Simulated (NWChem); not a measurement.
**Basis-set convergence for H$_{4}$OSi**

SMILES: O[SiH3]
```xyz
6

Si     0.5292    -0.0903     0.0000
O     -1.0982     0.2836     0.0000
H      0.9233    -0.8802    -1.2075
H      1.2520     1.2072     0.0000
H      0.9233    -0.8802     1.2075
H     -1.7219    -0.4515     0.0000
```
Charge 0, spin multiplicity 1.

Program: NWChem. Structure: optimised with B3LYP/def2-SVP, a minimum by its harmonic frequencies.

Quantity: vertical ionisation energy at the level ΔHF (Δ: difference of total energies, the cation a doublet at the parent's geometry with its hole in an orbital of symmetry a" (Cs labels); it is the state that the SCF runs reached, from PBE0 orbitals for Hartree-Fock references, and need not be the lowest).

The Pople sets run with spherical d functions. The structure started from a generated list of species. The stability of the SCF solutions was not checked. Open-shell Hartree-Fock references start from PBE0 orbitals; any time given for them includes that run.

The cost column gives rough processor time relative to STO-3G; each entry includes its own SCF.

```tsv
basis	functions	vertical ionisation energy (eV)	relative cost
STO-3G	18	6.71	1
3-21G	30	10.17	under 3
6-31G*	40	10.58	under 3
6-31+G*	48	10.67	under 3
6-311G**	68	10.57	under 3
def2-TZVP	92	10.61	5
cc-pVTZ	120	10.58	10
```

Smallest basis within 0.05 eV of cc-pVTZ, the largest set run: 6-31G*, with 40 functions against 120 and about 10 % of the time (also within reach: 6-311G**, def2-TZVP). cc-pVTZ isn't the basis-set limit itself, and a small set can land close by cancellation.
